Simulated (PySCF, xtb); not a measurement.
F4Hf, SMILES [F][Hf+]([F])([F])[F] (connectivity only; charge and spin as stated), charge +1, multiplicity 2.

Harmonic wavenumbers (cm⁻¹) from GFN2-xTB run with xtb at its own minimum, in rising order: 73, 73, 73, 99, 99, 425, 433, 433, 433.

Q: What does PBE-D3(BJ)/def2-SVP in PySCF give at its own minimum? (The exact figures need the calculation; the answer reports its results.)

A: 38, 119, 119, 160, 227, 414, 558, 713, 717. Paired by order, the mean absolute difference is 113 cm⁻¹ and the zero-point energies are 3.1 and 4.4 kcal/mol.
